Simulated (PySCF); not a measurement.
Sb(Me)2 (C2H6Sb), SMILES [Sb+]([CH3])[CH3] (connectivity only; charge and spin as stated), charge +1, multiplicity 1.

Geometry optimised at B3LYP-D3(BJ)/def2-SVP. The multiplicity is an assumed one; other spin states were not compared. The isomer is the one that the SMILES or the coordinates give; other isomers of the formula were not compared. The def2 effective core potentials stand for the cores of Sb; spin–orbit coupling is left out.

Method: B3LYP/def2-TZVPD (PySCF).

Gas-phase values at a fixed geometry.

### Question
Estimate the frontier levels, gap, dipole moment and polarisability. (An estimate is asked for; the answer gives what the named calculation found.)

### Answer

```yaml
highest_occupied_level: -12.99 eV
lowest_empty_level: -9.82 eV
orbital_gap: 3.17 eV
dipole_moment_about_the_centre_of_nuclear_charge: 1.02 D
mean_static_polarisability: 58.3 bohr³ (8.65 Å³)
polarisability_principal_values: 44.3, 60.0, 70.7 bohr³
```
